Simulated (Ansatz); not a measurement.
Al₄⁺, relaxed as a doublet with UKS PBE-D4/def2-TZVP in Ansatz, starting from the GFN1-xTB geometry. Force threshold 0.02 eV/Å.

The relaxation made no stability test and no search for a lower SCF solution. The structure comes from a short search, and lower isomers may exist.

Start:

```xyz
4

Al    0.269    0.714   -0.516
Al    1.523   -1.041    0.888
Al   -1.454    0.094   -2.290
Al   -0.338    0.232    1.918
```

Problem. Estimate the energy that the relaxation releases and the steps that it takes.

Solution. 36.4 kJ/mol, in 9 steps; 13 s on 4 threads of Arm Neoverse V2 on a shared host. No frequencies were taken in this run, so the end may be a saddle point.

Problem. Does the start keep its bonding?

Solution. Bonds lost: Al1–Al3 (atoms count from 1). The end holds 2 separate pieces.

Problem. Predict the relaxed structure.

Solution. 
```xyz
4

Al    0.933    1.369   -0.144
Al    1.165   -1.132    0.352
Al   -1.434   -0.475   -1.713
Al   -0.664    0.237    1.505
```
Bond lengths (bridged metal pairs left out): 3 × Al–Al 2.56 Å.
